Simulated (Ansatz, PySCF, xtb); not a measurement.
Torsion Si1–O2–Se3–H7 in H4OSeSi (SMILES [SiH3]O[SeH]); at each angle all else is relaxed with GFN2-xTB, and the levels are single points there.
Geometry at 270° (charge 0, multiplicity 1):
```csv
atom,x (Å),y (Å),z (Å)
Si,0.8224,-0.2391,0.0813
O,-0.2555,0.9551,-0.2326
Se,-2.0569,1.0569,0.0070
H,0.4871,-1.4363,-0.6931
H,2.0084,0.4625,-0.3888
H,0.8285,-0.5664,1.5066
H,-2.3790,0.5241,-1.3146
```

On the grid 0° to 330°, 180° is the highest and 270° the lowest point at MP2/CBS(def2-TZVPP, def2-QZVPP) + ΔCCSD(T)/def2-TZVPP.

Rows in LANL2DZ carry no dispersion term and start afresh at each structure. LANL2DZ brings its own core potentials from Na on.

The values were computed with Ansatz (Gaussian basis) for Hartree–Fock, density functionals and correlated methods; PySCF for LANL2DZ rows; xtb for the GFN methods. 

Q: One of these levels gives 1.45 kcal/mol for the energy at 180° less that at 270°. Which?
(A) PBE/def2-TZVPP
(B) B3LYP/LANL2DZ
(C) GFN-FF

A: A, PBE/def2-TZVPP. The others give 0.08 (GFN-FF), 1.08 (B3LYP/LANL2DZ)

Ansatz is an electronic-structure program.
